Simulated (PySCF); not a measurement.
Gas-phase reaction: TiO2 + TiCl4.H2O = TiCl2(OH)2 + TiOCl2, at 1200 K and a standard pressure of 1 bar. Level: BLYP/def2-TZVP†.

Energies from PySCF, thermal terms from the rigid-rotor harmonic-oscillator model, ideal gas at 1 bar. S°(298 K) at PBE0/def2-TZVP differs from the NASA 1993 table for TiOCl2 (+10 J/mol/K); whether the harmonic model or the table's entry is off was not settled. † marks an energy on the PBE0/def2-TZVP geometry and frequencies. All species are closed-shell singlets. Adducts (TiCl4.H2O) have no counterpoise correction, and HF, PBE, BLYP, B3LYP and PBE0 lack dispersion. TiCl4.H2O, TiCl2(OH)2: computed as isolated molecules; such fragments, hydroxides, amides, oligomers or adducts are transient or little studied in the gas. The harmonic model lacks anharmonicity and excited electronic states, which grow with temperature; levels with a mode under 35 cm⁻¹ are left out. Soft modes under 120 cm⁻¹ make the harmonic entropy rough for TiCl4.H2O, TiCl2(OH)2, TiOCl2.

```
species          E (Ha)  H(1200 K) − E (kJ/mol)  S°(1200 K) (J/mol/K)
----------  -----------  ----------------------  --------------------
TiO2        -1000.06600                    72.5                 328.6
TiCl4.H2O   -2767.09034                   251.3                 640.6
TiCl2(OH)2  -1921.89288                   220.1                 565.8
TiOCl2      -1845.37087                   101.8                 438.1
```
E: electronic energy; H − E holds the zero-point and thermal terms. 1 Ha = 2625.5 kJ/mol.

Question: Work out ΔH°, ΔS°, ΔG° and log10 K from these numbers.

Answer: 1. ΔE = 1×(-1921.89288) + 1×(-1845.37087) − 1×(-1000.06600) − 1×(-2767.09034) = -0.10741 Ha = -282.0 kJ.
2. Δ(H − E) = 1×(220.1) + 1×(101.8) − 1×(72.5) − 1×(251.3) = -1.9 kJ, so ΔH° = -283.9 kJ.
3. ΔS° = 1×(565.8) + 1×(438.1) − 1×(328.6) − 1×(640.6) = 34.7 J/K; the number of gas molecules stays the same.
4. ΔG° = ΔH° − TΔS° = -283.9 − 1200×(34.7)/1000 = -325.5 kJ.
5. log10 K = −ΔG°/(RT ln 10) = 14.17, with RT ln 10 = 22.97 kJ/mol; at standard pressures the products are favoured.
6. A shift of 10 kJ in ΔE would move log10 K by 0.44 here.
For scale, ΔH°(298 K) is -288 kJ at this level, -313 kJ at ωB97M-V/def2-TZVP†, and runs from -431 to -267 kJ over the 18 levels computed.
